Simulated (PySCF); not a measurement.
Si(Br)3(Et), SMILES [Si](Br)(Br)(CC)Br (C₂H₅Br₃Si), singlet, B3LYP/def2-SVP optimised geometry.

```
11

C     -1.01    -1.94    -1.67
C     -1.42    -0.46    -1.52
Si    -0.76     0.42     0.00
Br     1.48     0.42     0.00
Br    -1.48     2.54     0.00
Br    -1.48    -0.59     1.87
H     -1.44    -2.37    -2.58
H     -1.36    -2.54    -0.82
H      0.08    -2.05    -1.73
H     -2.52    -0.36    -1.48
H     -1.08     0.13    -2.39
```

Density from B3LYP/def2-TZVP run with PySCF 2.14.0 at that geometry.

Minimum of the electron density along straight lines between bonded atoms, close to the bond critical point (lines longer than 1.1 times the sum of covalent radii, or with two minima, are not listed):

| bond | length / Å | ρ at the minimum / e bohr⁻³ | ∇²ρ there / e bohr⁻⁵ | position (fraction from the first atom) |
|---|---|---|---|---|
| C1–C2 | 1.534 | 0.238 | -0.57 | 0.49 |
| C2–Si3 | 1.878 | 0.129 | 0.10 | 0.61 |
| Si3–Br4 | 2.240 | 0.090 | 0.03 | 0.35 |
| Si3–Br5 | 2.238 | 0.091 | 0.03 | 0.35 |
| Si3–Br6 | 2.240 | 0.090 | 0.03 | 0.35 |
| C1–H7 | 1.101 | 0.273 | -0.92 | 0.64 |
| C1–H8 | 1.101 | 0.274 | -0.93 | 0.64 |
| C1–H9 | 1.101 | 0.274 | -0.93 | 0.64 |
| C2–H10 | 1.104 | 0.269 | -0.89 | 0.64 |
| C2–H11 | 1.104 | 0.269 | -0.89 | 0.64 |
